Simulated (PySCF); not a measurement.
Isomers of C8H10O2, from PBE0-D3(BJ)/def2-SVP geometry optimisation, gas phase (PySCF). One conformer each, no zero-point energy, no frequencies.

Task: Which isomer lies lower at this level?
A. `[CH3:1][O:2][CH2:3][c:4]1[cH:5][cH:6][c:7]([OH:8])[cH:9][cH:10]1` with C1–O2–C3–C4 69°, O2–C3–C4–C5 42°, C6–C7–O8–H 0°: A = 3439, B = 720.1, C = 665.3 MHz, dipole 1.10 D
B. `[CH3:1][O:2][c:3]1[cH:4][cH:5][cH:6][cH:7][c:8]1[O:9][CH3:10]` with C1–O2–C3–C4 0°, C7–C8–O9–C10 0° (1,2-dimethoxybenzene): A = 1664, B = 1357, C = 754.8 MHz, dipole 0.02 D

Result: A. That is `c1cc(O)ccc1COC`, 8.6 kcal/mol below the other.

| SMILES | mapped SMILES | E (Eh) | relative (kcal/mol) | relative (kJ/mol) | dipole (D) |
| --- | --- | --- | --- | --- | --- |
| COCc1ccc(O)cc1 | [CH3:1][O:2][CH2:3][c:4]1[cH:5][cH:6][c:7]([OH:8])[cH:9][cH:10]1 | -460.45562 | 0.0 | 0.0 | 1.10 |
| COc1ccccc1OC | [CH3:1][O:2][c:3]1[cH:4][cH:5][cH:6][cH:7][c:8]1[O:9][CH3:10] | -460.44193 | 8.6 | 35.9 | 0.02 |

As drawn, the lower has an O–H bond, which the higher lacks.
